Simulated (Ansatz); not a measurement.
CH4BNO, SMILES `NB1CO1`, relaxed with RKS PBE0-D4/def2-TZVP in Ansatz 0.2.0 from a PBE-D4/def2-SVP geometry. The force threshold is 0.005 eV/Å; the program also tests the step.

The species carries charge 0 and has multiplicity 1.

Start:

```xyz
8

N    -0.413    0.695   -1.302
B     0.023    0.204   -0.072
C     0.263   -0.804    1.044
O     0.664    0.651    1.041
H    -0.274    1.666   -1.583
H    -0.893    0.120   -1.991
H     1.130   -1.492    1.053
H    -0.499   -1.041    1.810
```

Task: By how much does the energy fall, and how many steps does the optimiser take? (Estimate.)

Result: Ansatz gave: 3.35 kJ/mol, in 5 steps.

Task: Which bonds change most? (Estimate.)

Result: Computed: C3–H7 from 1.107 to 1.087 Å; C3–H8 from 1.107 to 1.087 Å; B2–C3 from 1.523 to 1.506 Å; N1–H5 from 1.020 to 1.005 Å.

Task: Give the relaxed structure. (Estimate.)

Result: Ansatz gave: 
```xyz
8

N    -0.408    0.689   -1.289
B     0.024    0.202   -0.069
C     0.259   -0.798    1.033
O     0.660    0.643    1.036
H    -0.274    1.645   -1.569
H    -0.881    0.117   -1.964
H     1.113   -1.472    1.038
H    -0.492   -1.027    1.784
```
